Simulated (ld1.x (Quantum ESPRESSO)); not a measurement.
# PBEsol TM dataset for Ho, fully relativistic all-electron reference.

The input file (ld1.x (Quantum ESPRESSO) 7.5):

```
&input
   title='Ho', zed=67., rel=2, dft='PBESOL', iswitch=3,
   config='[Xe] 4f10 5d1.5 5f-2 6s1.5 6p0', rel_dist='average',
   nld=7, rlderiv=2.70, eminld=-6.0, emaxld=5.0, deld=0.02
 /
 &inputp
   pseudotype=2, tm=.true., lloc=0,
   nlcc=.true., rcore=0.80,
   file_pseudopw='Ho.UPF', file_wfcaegen='ae.wfc', file_wfcncgen='nc.wfc', file_beta='beta', file_chi='chi'
 /
4
5P  2  1   6.00   0.00  2.50  2.50  0.0
5D  3  2   1.50   0.00  2.05  2.05  0.0
5F  4  3  -2.00   0.05  1.95  1.95  0.0
5S  1  0   2.00   0.00  1.65  1.65  0.0
 &test
   configts(1)='5s2 5p6 5d1.5 6s1.5 6p0'
 /
```

Command:

```bash
ld1.x < Ho.in > Ho.out
```

Resulting log (shortened: banner, matrices, multipoles, cross overlaps and the repeated all-electron block are left out):

```
Program LD1 v.7.5
     --------------------------- All-electron run ----------------------------

     Ho
     dirac relativistic calculation

     atomic number is 67.00
     dft =PBESOL   lsd =0 sic =0 latt =0  beta=0.20 tr2=1.0E-14
     Exchange-correlation= PBESOL
                           (   1   4  10   8   0   0   0)
     mesh =1265 r(mesh) =  99.01857 a.u. xmin = -7.00 dx = 0.01250
     1 Ry =  13.60569312 eV, c = 137.03599908

     n l j   nl                  e(Ry)          e(Ha)          e(eV)
     Spin orbit split results
     1 0 0.5 1S 1( 2.00)     -4073.3402     -2036.6701    -55420.6172
     2 0 0.5 2S 1( 2.00)      -681.3661      -340.6830     -9270.4574
     2 1 0.5 2P 1( 2.00)      -648.5416      -324.2708     -8823.8577
     2 1 1.5 2P 1( 4.00)      -585.5969      -292.7984     -7967.4517
     3 0 0.5 3S 1( 2.00)      -152.5791       -76.2895     -2075.9441
     3 1 0.5 3P 1( 2.00)      -138.2220       -69.1110     -1880.6060
     3 1 1.5 3P 1( 4.00)      -125.0786       -62.5393     -1701.7814
     4 0 0.5 4S 1( 2.00)       -30.5155       -15.2577      -415.1842
     4 1 0.5 4P 1( 2.00)       -24.8151       -12.4076      -337.6268
     4 1 1.5 4P 1( 4.00)       -21.8520       -10.9260      -297.3121
     3 2 1.5 3D 1( 4.00)      -100.4584       -50.2292     -1366.8056
     3 2 2.5 3D 1( 6.00)       -97.5865       -48.7932     -1327.7316
     5 0 0.5 5S 1( 2.00)        -3.9413        -1.9707       -53.6242
     5 1 0.5 5P 1( 2.00)        -2.3718        -1.1859       -32.2696
     5 1 1.5 5P 1( 4.00)        -1.9803        -0.9902       -26.9434
     4 2 1.5 4D 1( 4.00)       -12.4641        -6.2321      -169.5833
     4 2 2.5 4D 1( 6.00)       -11.9247        -5.9624      -162.2444
     4 3 2.5 4F 1( 4.29)        -0.6808        -0.3404        -9.2625
     4 3 3.5 4F 1( 5.71)        -0.6041        -0.3021        -8.2198
     5 2 1.5 5D 1( 0.60)        -0.1487        -0.0744        -2.0236
     5 2 2.5 5D 1( 0.90)        -0.1286        -0.0643        -1.7499
     6 0 0.5 6S 1( 1.50)        -0.3050        -0.1525        -4.1498
     6 1 0.5 6P 1( 0.00)        -0.1041        -0.0520        -1.4162
     6 1 1.5 6P 1( 0.00)        -0.0849        -0.0425        -1.1558
     Averaged results
     1 0     1S 1( 2.00)     -4073.3402     -2036.6701    -55420.6172
     2 0     2S 1( 2.00)      -681.3661      -340.6830     -9270.4574
     2 1     2P 1( 6.00)      -606.5785      -303.2892     -8252.9203
     3 0     3S 1( 2.00)      -152.5791       -76.2895     -2075.9441
     3 1     3P 1( 6.00)      -129.4597       -64.7299     -1761.3896
     4 0     4S 1( 2.00)       -30.5155       -15.2577      -415.1842
     4 1     4P 1( 6.00)       -22.8397       -11.4199      -310.7503
     3 2     3D 1(10.00)       -98.7352       -49.3676     -1343.3612
     5 0     5S 1( 2.00)        -3.9413        -1.9707       -53.6242
     5 1     5P 1( 6.00)        -2.1108        -1.0554       -28.7188
     4 2     4D 1(10.00)       -12.1405        -6.0703      -165.1800
     4 3     4F 1(10.00)        -0.6370        -0.3185        -8.6667
     5 2     5D 1( 1.50)        -0.1367        -0.0683        -1.8594
     6 0     6S 1( 1.50)        -0.3050        -0.1525        -4.1498
     6 1     6P 1( 0.00)        -0.0913        -0.0457        -1.2426

     final scf error:  5.9E-15 reached in  23 iterations

     Etot =  -25248.287139 Ry,  -12624.143570 Ha, -343520.446700 eV

     Ekin =   27784.275168 Ry,   13892.137584 Ha,  378024.321578 eV
     Encl =  -62350.220538 Ry,  -31175.110269 Ha, -848317.966788 eV
     Eh   =    9852.253614 Ry,    4926.126807 Ha,  134046.739246 eV
     Exc  =    -534.595384 Ry,    -267.297692 Ha,   -7273.540735 eV

     normalization and overlap integrals

     s(1S/1S) =  1.000000  <r> =   0.0207  <r2> =    0.0006  r(max) =   0.0132
     s(2S/2S) =  1.000000  <r> =   0.0876  <r2> =    0.0091  r(max) =   0.0749
     s(2P/2P) =  1.000000  <r> =   0.0729  <r2> =    0.0066  r(max) =   0.0569
     s(2P/2P) =  1.000000  <r> =   0.0801  <r2> =    0.0078  r(max) =   0.0621
     s(3S/3S) =  1.000000  <r> =   0.2295  <r2> =    0.0603  r(max) =   0.2113
     s(3P/3P) =  1.000000  <r> =   0.2192  <r2> =    0.0559  r(max) =   0.1985
     s(3P/3P) =  1.000000  <r> =   0.2327  <r2> =    0.0628  r(max) =   0.2113
     s(4S/4S) =  1.000000  <r> =   0.5183  <r2> =    0.3036  r(max) =   0.4821
     s(4P/4P) =  1.000000  <r> =   0.5279  <r2> =    0.3174  r(max) =   0.4881
     s(4P/4P) =  1.000000  <r> =   0.5588  <r2> =    0.3554  r(max) =   0.5131
     s(3D/3D) =  1.000000  <r> =   0.2054  <r2> =    0.0496  r(max) =   0.1687
     s(3D/3D) =  1.000000  <r> =   0.2096  <r2> =    0.0516  r(max) =   0.1708
     s(5S/5S) =  1.000000  <r> =   1.2602  <r2> =    1.7888  r(max) =   1.1278
     s(5P/5P) =  1.000000  <r> =   1.4159  <r2> =    2.2819  r(max) =   1.2310
     s(5P/5P) =  1.000000  <r> =   1.5215  <r2> =    2.6391  r(max) =   1.3104
     s(4D/4D) =  1.000000  <r> =   0.5883  <r2> =    0.4019  r(max) =   0.5196
     s(4D/4D) =  1.000000  <r> =   0.5992  <r2> =    0.4168  r(max) =   0.5261
     s(4F/4F) =  1.000000  <r> =   0.7902  <r2> =    0.8268  r(max) =   0.5196
     s(4F/4F) =  1.000000  <r> =   0.8047  <r2> =    0.8623  r(max) =   0.5196
     s(5D/5D) =  1.000000  <r> =   2.8874  <r2> =   10.5718  r(max) =   1.8829
     s(5D/5D) =  1.000000  <r> =   3.0364  <r2> =   11.7454  r(max) =   1.9548
     s(6S/6S) =  1.000000  <r> =   3.8835  <r2> =   17.1933  r(max) =   3.2635
     s(6P/6P) =  1.000000  <r> =   5.3332  <r2> =   33.0612  r(max) =   4.2965
     s(6P/6P) =  1.000000  <r> =   5.7695  <r2> =   38.7364  r(max) =   4.6312

     ------------------------ End of All-electron run ------------------------

     --------------------- Generating NC pseudopotential ---------------------

      Generating local pot.: lloc=0, matching radius rcloc =   1.6500

      Computing core charge for nlcc:

       r > 0.80 : true rho core
       r < 0.80 : rho core = a sin(br)/r    a=  54.95  b=   3.21

      Integrated core pseudo-charge :  22.19

     Fully relativistic calculation: |psi|^2

     Wfc 5P LC norm =  0.99976138 SC norm =  0.00023852 missing  0.00000009

     Wfc 5P LC norm =  0.99979221 SC norm =  0.00020730 missing  0.00000050

     Wfc 5D LC norm =  0.99993627 SC norm =  0.00006355 missing  0.00000018

     Wfc 5D LC norm =  0.99994202 SC norm =  0.00005283 missing  0.00000515

      Wfc   5P  rcut= 2.510  Using Troullier-Martins method

      Wfc   5P  rcut= 2.510  Using Troullier-Martins method

      Wfc   5D  rcut= 2.055  Using Troullier-Martins method

      Wfc   5D  rcut= 2.055  Using Troullier-Martins method

      Wfc   5F  rcut= 1.955  Using Troullier-Martins method

      Wfc   5F  rcut= 1.955  Using Troullier-Martins method

     ------------------- End of pseudopotential generation -------------------

     Computing logarithmic derivative in   2.68875
     Computing logarithmic derivative in   2.68875
     Computing the partial wave expansion
       no projector for channel:   0
     R is outside the sphere for l=    1 j= 0.50
     R is outside the sphere for l=    1 j= 1.50
     R is outside the sphere for l=    2 j= 1.50
     R is outside the sphere for l=    2 j= 2.50
     R is outside the sphere for l=    3 j= 2.50
     R is outside the sphere for l=    3 j= 3.50

     ---------------------- Testing the pseudopotential ----------------------

     Ho
     dirac relativistic calculation

     atomic number is 67.00   valence charge is 11.00
     dft =PBESOL   lsd =0 sic =0 latt =0  beta=0.20 tr2=1.0E-14
     mesh =1265 r(mesh) =  99.01857 xmin = -7.00 dx = 0.01250

     n l  j  nl             e AE (Ry)       e PS (Ry)    De AE-PS (Ry)
     1 0 0.5 5S   1( 2.00)       -3.94131       -3.94132        0.00001
     2 1 0.5 5P   1( 2.00)       -2.37177       -2.37177       -0.00000
     2 1 1.5 5P   1( 4.00)       -1.98031       -1.98031        0.00000
     3 2 1.5 5D   1( 0.60)       -0.14873       -0.14872       -0.00001
     3 2 2.5 5D   1( 0.90)       -0.12861       -0.12861        0.00000
     2 0 0.5 6S   1( 1.50)       -0.30500       -0.32292        0.01792  !
     3 1 0.5 6P   1( 0.00)       -0.10409       -0.13531        0.03123  !
     3 1 1.5 6P   1( 0.00)       -0.08495       -0.08696        0.00201

     eps = 2.9E-15  iter = 19

     Etot =  -25248.287139 Ry,  -12624.143570 Ha, -343520.446700 eV
     Etotps =  -133.823326 Ry,     -66.911663 Ha,   -1820.759107 eV

     Ekin =      22.270377 Ry,      11.135189 Ha,     303.003917 eV
     Encl =    -147.904999 Ry,     -73.952500 Ha,   -2012.350028 eV
     Ehrt =      60.075356 Ry,      30.037678 Ha,     817.366864 eV
     Ecxc =     -68.931043 Ry,     -34.465521 Ha,    -937.854613 eV
     (Ecc =     -54.202347 Ry,     -27.101174 Ha,    -737.460500 eV)
     Epseu=       0.666982 Ry,       0.333491 Ha,       9.074753 eV

     ---------------------- End of pseudopotential test ----------------------
```

Note: ghost states, extra bound levels that the all-electron valence spectrum of the same l lacks: f5/2 at -13.2 eV, f7/2 at -11.0 eV, p1/2 at -2.57 eV. A true bound ghost makes a file unfit for plane-wave use. ld1.x takes every shell without a wave as core, so the model core holds the 6s electrons as well and exchange and correlation see them twice. This cancels in the reference configuration, but the file is broken for other ones, and its errors say nothing about a proper core correction.

Generation and configuration tests took about 4.1 s on one core of a shared server CPU.
